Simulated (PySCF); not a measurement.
Geometry (Å), atoms numbered from 1 in this order:
```xyz
18

Si   -0.241   -0.365   -0.228
S    -0.144   -0.413    1.929
C     0.799    1.106    2.271
H     1.807    1.066    1.834
H     0.897    1.183    3.362
H     0.275    2.001    1.907
C     1.489   -0.402   -0.962
H     2.037   -1.293   -0.620
H     2.072    0.488   -0.676
H     1.439   -0.428   -2.063
C    -1.142    1.180   -0.807
H    -0.610    2.096   -0.504
H    -2.158    1.220   -0.386
H    -1.220    1.191   -1.906
C    -1.192   -1.912   -0.693
H    -2.200   -1.907   -0.250
H    -0.669   -2.816   -0.344
H    -1.299   -1.979   -1.787
```

Geometry: PBE0-D3(BJ)/def2-SVP; GIAO shifts from PySCF, gas phase, non-relativistic, averaged over equivalent atoms.

At PBE0/pcSseg-1 (176 basis functions, 95 s wall time (71 s CPU) on 1 thread of an AMD EPYC, shared host):
| atoms | δ (ppm) |
| --- | --- |
| Si1 | 21.5 |
| S2 | -179.0 |
| C3 | 12.0 |
| C7/C11/C15 | -0.3 |
| H4/H5/H6 | 1.84 |
| H8/H9/H10/H12/H13/H14/H16/H17/H18 | 0.19 |

δ = σ(ref) − σ, references computed at the same level: ²⁹Si (σref 351.99), ¹³C (σref 184.41), ¹H (σref 31.27) vs TMS; ³³S (σref 495.66) against CS2.

What do these become at B3LYP/pcSseg-1?

## Answers


| atoms | δ at B3LYP/pcSseg-1 | change |
| --- | --- | --- |
| Si1 | 22.6 | +1.1 |
| S2 | -162.2 | +16.8 |
| C3 | 12.7 | +0.7 |
| C7/C11/C15 | -0.4 | -0.1 |
| H4/H5/H6 | 1.86 | +0.02 |
| H8/H9/H10/H12/H13/H14/H16/H17/H18 | 0.19 | +0.00 |

δ = σ(ref) − σ, references computed at the same level: TMS for ²⁹Si (σ = 337.86 ppm) and ¹³C (σ = 179.24 ppm) and ¹H (σ = 31.38 ppm); CS2 for ³³S (σ = 485.41 ppm).

The largest change is at S2 (sulfur bonded to C, Si). Cost: 176 basis functions, 53 s wall time (43 s CPU) on 1 thread of an AMD EPYC, shared host.
